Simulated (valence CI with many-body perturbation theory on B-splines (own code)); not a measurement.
Values are calculated unless marked as measured or tabulated.
Ce⁵³⁺: magnetic and hyperfine properties of the levels

Level of theory: valence CI with perturbative core correlation (CI+MBPT): three valence electrons over a frozen Dirac-Fock core [He], radial functions for each j: 11 s, 11 p, 9 d, 7 f, 5 g, 2 h, 1 i, with the one-electron correlation potential Σ1, the two-electron term Σ2, the three-electron term Σ3, Breit, model QED; selected CI, second order for the rest (own B-spline code, finite nucleus).

No measured spectrum was set against this ion. As an estimate, large intervals hold to a few tenths of a per cent, small ones and those within an open d or f shell to about a per cent.

A/g_I is the dipole constant over the nuclear g factor μ/I (μ in nuclear magnetons, uniformly magnetised nucleus), B/Q the quadrupole constant per barn. Both hold the static response of the core; the bare values leave it out. Large factors of s and p1/2 electrons are usually good to 5 to 10 %; those of open d and f shells near neutrality can be off by tens of per cent, and small factors of p3/2, d and f electrons come from cancelling terms and can be off by a factor of two or in sign, in half-filled shells by more. B is blank for J = 1/2, where it vanishes, and for nearly pure S terms. Energies count from the lowest level.

Levels are named by their leading jj configuration (3d3/2^4 stands for four electrons in 3d with j = 3/2), which in mixed levels can hold well under half, so a name can repeat and another be missing. Letters in brackets count levels of one name in rising energy.

```
                     Level  E (× 10³ cm⁻¹)      g  A/g_I (MHz)  A/g_I bare  B/Q (MHz/b)  B/Q bare
        (2s^2 2p1/2) J=1/2            0.00  0.636      2710000     2690000                       
        (2s 2p1/2^2) J=1/2          1470.8  2.132      8190000     8090000                       
        (2s^2 2p3/2) J=3/2          3958.8  1.312       390000      400000       749000    751000
(2s 2p1/2 2p3/2) J=3/2 [a]          4984.2  1.647      2090000     2080000       591000    592000
    (2s 2p1/2 2p3/2) J=5/2          5258.0  1.340      2440000     2420000       552000    553000
    (2s 2p1/2 2p3/2) J=1/2          5691.7  1.235     -2840000    -2780000                       
(2s 2p1/2 2p3/2) J=3/2 [b]          5697.4  0.970        29100       47800       442000    443000
     (2p1/2^2 2p3/2) J=3/2          7257.3  1.345       353000      373000       702000    704000
        (2s 2p3/2^2) J=5/2          9088.5  1.414      2000000     1990000       195000    195000
        (2s 2p3/2^2) J=1/2          9737.0  1.897      8380000     8270000                       
        (2s 2p3/2^2) J=3/2          9744.9  1.185     -1200000    -1170000      -139000   -140000
     (2p1/2 2p3/2^2) J=3/2           10933  1.439       -97000      -70200        74100     74200
     (2p1/2 2p3/2^2) J=5/2           11099  1.177       839000      849000        -2870     -2870
     (2p1/2 2p3/2^2) J=1/2           11436  0.637      2720000     2690000                       
           (2p3/2^3) J=3/2           15171  1.287       380000      398000      -775000   -777000
           (2s^2 3s) J=1/2           49068  1.990      2470000     2440000                       
        (2s^2 3p1/2) J=1/2           49572  0.668       803000      798000                       
   (2s 2p1/2 3s) J=1/2 [a]           50059  2.374      4720000     4670000                       
       (2s 2p1/2 3s) J=3/2           50216  1.550      4370000     4320000       -88000    -88200
   (2s 2p1/2 3s) J=1/2 [b]           50403  0.730      4270000     4230000                       
(2s 2p1/2 3p1/2) J=1/2 [a]           50484  0.266      -513000     -497000                       
    (2s 2p1/2 3p1/2) J=3/2           50657  1.112      3910000     3870000       -97700    -97900
        (2s^2 3p3/2) J=3/2           50759  1.336       259000      261000       203000    203000
(2s 2p1/2 3p1/2) J=1/2 [b]           50909  1.971      8410000     8310000                       
        (2s^2 3d3/2) J=3/2           51122  0.798       118000      117000        36200     36600
        (2s^2 3d5/2) J=5/2           51443  1.193        60400       60100        59200     59700
(2s 2p1/2 3p3/2) J=3/2 [a]           51727  1.400       430000      429000       215000    215000
        (2p1/2^2 3s) J=1/2           51744  1.655      -241000     -236000                       
    (2s 2p1/2 3p3/2) J=5/2           51924  1.332      2250000     2230000       110000    110000
(2s 2p1/2 3p3/2) J=3/2 [b]           51947  1.246      1250000     1240000       125000    126000
(2s 2p1/2 3d3/2) J=3/2 [a]           52012  0.560      -736000     -724000        49600     50000
    (2s 2p1/2 3p3/2) J=1/2           52109  1.646      -866000     -850000                       
     (2p1/2^2 3p1/2) J=1/2           52195  0.545     -1040000    -1030000                       
    (2s 2p1/2 3d3/2) J=5/2           52198  1.027      2110000     2080000       -44500    -44300
(2s 2p1/2 3d3/2) J=3/2 [b]           52323  1.208      2140000     2120000        75100     75300
(2s 2p1/2 3d5/2) J=5/2 [a]           52422  1.324       665000      656000        45800     46300
    (2s 2p1/2 3d3/2) J=1/2           52438  0.520     -1720000    -1700000                       
    (2s 2p1/2 3d5/2) J=7/2           52595  1.237      1610000     1590000       -64000    -63600
(2s 2p1/2 3d5/2) J=5/2 [b]           52681  1.059       180000      180000       128000    129000
    (2s 2p1/2 3d5/2) J=3/2           52682  1.080     -1960000    -1940000        15100     15400
```
